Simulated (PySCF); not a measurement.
Two-component Hartree-Fock for Dy(49+) (dysprosium, charge +49)

Start: [Ne] 3s2 3p5; 3p1/2 filled at m_j = +1/2; 3p3/2 filled at m_j = -3/2, -1/2, +1/2, +3/2. Calculated with PySCF 2.14 in an uncontracted even-tempered set (18 s from 13 bohr⁻², ratio 2.4; 14 p from 16 bohr⁻², ratio 2.4; 4 d from 61 bohr⁻², ratio 2.6; 4 f from 91 bohr⁻², ratio 2.6): generalised Hartree-Fock with the X2C-1e Hamiltonian and a Gaussian nucleus; one run each with spin-orbit coupling (SO) screened by Boettger's factors, then bare. This is a chosen level, not necessarily the ground level.

| spinor shell | electrons | ε, screened SO (eV) | ε, bare SO (eV) | weight of nominal j (bare SO) | rms radius, bare SO (bohr) |
| --- | --- | --- | --- | --- | --- |
| 1s1/2 | 2 | -57377.5 | -57377.0 | 1.000 | 0.0240 |
| 2s1/2 | 2 | -12327.2 | -12327.1 | 1.000 | 0.0958 |
| 2p1/2 | 2 | -11887.8 | -11908.6 | 1.000 | 0.0817 |
| 2p3/2 | 4 | -11073.3 | -11066.1 | 1.000 | 0.0881 |
| 3s1/2 | 2 | -4792.2 | -4792.2 | 1.000 | 0.232 |
| 3p1/2 | 1 | -4628.8 | -4634.0 | 1.000 | 0.220 |
| 3p3/2 | 4 | -4414.7 | -4412.9 | 1.000 | 0.232 |

```
   quantity  screened SO      bare SO
E (hartree)  -9855.25729  -9855.66049
        M_J          1/2          1/2
       ⟨J²⟩        0.750        0.750
       ⟨L²⟩        2.024        2.026
       ⟨S²⟩        0.773        0.775
```

Each row is a mean over spinors that exchange with the open shell spreads, by up to 17.406 eV (2p1/2).

Breit and QED terms are absent; they matter most for the inner s and p1/2 levels.

Densities and radii are taken from the X2C orbitals without a picture-change correction, which distorts them close to the nucleus.
